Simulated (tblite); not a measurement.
C6H8FP.
Cartesian coordinates in Å at the GFN2-xTB level; atoms count from 1:
```
atom  x, y, z in Å
C1     2.3228    0.1599    0.9512
P2     0.6063   -0.5151    1.1456
C3    -0.3264    1.0128    0.8348
C4    -1.4070    1.0175    0.0689
C5    -1.8910   -0.2246   -0.6216
F6    -2.7769    0.1122   -1.6269
C7    -0.7508   -1.0169   -1.1924
C8     0.3829   -1.1848   -0.5282
H9     2.4095    0.7532    0.0427
H10    2.5570    0.7759    1.8175
H11    3.0254   -0.6708    0.9183
H12    0.0118    1.9040    1.3442
H13   -1.9854    1.9082   -0.1281
H14   -2.4682   -0.8469    0.0830
H15   -0.9143   -1.4070   -2.1861
H16    1.1968   -1.7686   -0.9343
```

All values are computed: GFN2-xTB (tblite) harmonic vibrations without scaling, gas phase. The method is semi-empirical: single wavenumbers can be off by several per cent or more. One conformer, not necessarily the lowest.

Harmonic wavenumbers (cm⁻¹): 60.3, 166.1, 190.1, 191.2, 310.1, 326.1, 366.9, 380.9, 524.0, 547.2, 645.2, 694.7, 706.6, 735.2, 738.0, 779.4, 878.6, 883.1, 884.8, 890.1, 945.5, 1044.0, 1047.7, 1142.9, 1146.6, 1214.0, 1244.0, 1262.1, 1298.8, 1307.5, 1440.5, 1450.6, 1640.5, 1677.5, 2827.1, 3000.3, 3012.4, 3016.0, 3053.6, 3053.9, 3079.8, 3080.5.

A = 4033, B = 1157, C = 987.6 MHz; mass 130.035 u (most abundant isotopes); point group Cs, symmetry number 1.

Task: What is the zero-point energy?

Result: Half the sum of the wavenumbers: 26442 cm⁻¹ = 75.60 kcal/mol.

Task: Give the ideal-gas entropy at 273.15 K and 1 bar in the rigid-rotor, harmonic-oscillator model (classical rotation).

Result: Translation 40.09, rotation 28.37, vibration 18.05: S = 86.5 cal/(mol K).

Task: And Cp and H(273.15 K) − H(0)?

Result: Cp = 31.32 cal/(mol K), of which vibrations give 23.38 (their classical limit is 42 R = 83.5); H(273.15 K) − H(0) = 5.04 kcal/mol without the zero-point energy, 2.87 from vibrations.

Task: Which modes carry the vibrational entropy at 273.15 K?

Result: 60.3 cm⁻¹: 4.27; 166.1 cm⁻¹: 2.31; 190.1 cm⁻¹: 2.07; 191.2 cm⁻¹: 2.06; 310.1 cm⁻¹: 1.22; 326.1 cm⁻¹: 1.14 cal/(mol K); the other 36 give 4.98 together.

Task: Blend soft modes into free rotors: weight 1/[1 + (100 cm⁻¹/ν̃)⁴] for the oscillator and the rest for a rotor with moment μB/(μ + B), μ = h/(8π²ν), B = 10⁻⁴⁴ kg m². What vibrational entropy results?

Result: 17.19 cal/(mol K) in place of 18.05, which changes −T·S at 273.15 K by +0.24 kcal/mol.

Hindered rotation and anharmonicity are outside this model. Other conformers, if any are populated, would add a mixing term that is left out.
